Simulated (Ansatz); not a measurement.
Reactions of Cl$_{3}$ISi (`Cl[Si](Cl)(Cl)I`).

Gas-phase electronic energies from Ansatz, PBE0-D4/def2-TZVP geometries. CBS: MP2 limit from def2 TZ/QZ plus the TZ coupled-cluster correction, frozen cores. This one scheme is used for every species. DFT in def2-TZVPP. def2 core potentials past Kr. For Br, Ge, I, Se, Ti outer-core shells are correlated without core-valence functions, which leaves a few kJ/mol of doubt a bond. Scalar relativity is left out up to krypton. Each species was taken in one conformer, which may not be the lowest.

```
                                                                                   reaction  ωB97M-V (kcal/mol)  B2PLYP (kcal/mol)  PBE-D4 (kcal/mol)  r2SCAN-D4 (kcal/mol)  CCSD(T)/CBS(def2) (kcal/mol)
`Cl[Si](Cl)(Cl)I` + `[OH][Ti]([OH])([F])[I]` → `Cl[Si](Cl)(I)I` + `[OH][Ti]([OH])([F])[Cl]`                 1.7                2.8                0.9                   2.0                           1.3
                    `Cl[Si](Cl)(Cl)I` + `CC(=N)C[SeH]` → `Cl[Si](Cl)(Cl)[SeH]` + `CC(=N)CI`                 3.2                2.7                2.7                   2.7                           2.4
                        `Cl[Si](Cl)(Cl)I` + `I[SiH]1CO1` → `Cl[Si](Cl)(I)I` + `Cl[SiH]1CO1`                 0.2                0.3                0.1                   0.6                           0.0
                                 `Cl[Si](Cl)(Cl)I` + `CC(C)N` → `CC(C)N[Si](Cl)(Cl)Cl` + HI                -1.8               -0.8                1.1                  -0.8                          -0.2
                                        `Cl[Si](Cl)(Cl)I` + CH₃OH → `CO[Si](Cl)(Cl)Cl` + HI               -10.5              -10.8               -6.5                 -10.1                          -9.0
                 `Cl[Si](Cl)(Cl)I` + `FC[CH](F)[GeH3]` → `Cl[Si](Cl)(Cl)[GeH3]` + `FCC(F)I`                17.8               16.5               14.4                  16.0                          17.4
                      `Cl[Si](Cl)(Cl)I` + `C=C[SiH2]Br` → `Cl[SiH](Cl)I` + `C=C[SiH](Cl)Br`                -2.6               -3.1               -2.5                  -2.9                          -2.9
                      `Cl[Si](Cl)(Cl)I` + `N[SiH](F)Br` → `F[Si](Cl)(Cl)I` + `N[SiH](Cl)Br`                 0.3                0.1                0.2                  -0.3                           0.5
                     `Cl[Si](Cl)(Cl)I` + `OC1C[SiH2]1` → trichlorosilane + `OC1(I)C[SiH2]1`                25.0               23.2               23.3                  23.7                          23.8
                                   `Cl[Si](Cl)(Cl)I` + `N=C=O` → `O=C=N[Si](Cl)(Cl)Cl` + HI                -4.8               -5.7               -1.5                  -4.2                          -3.7
```

Largest T1 diagnostic: 0.024, for `[OH][Ti]([OH])([F])[Cl]`.
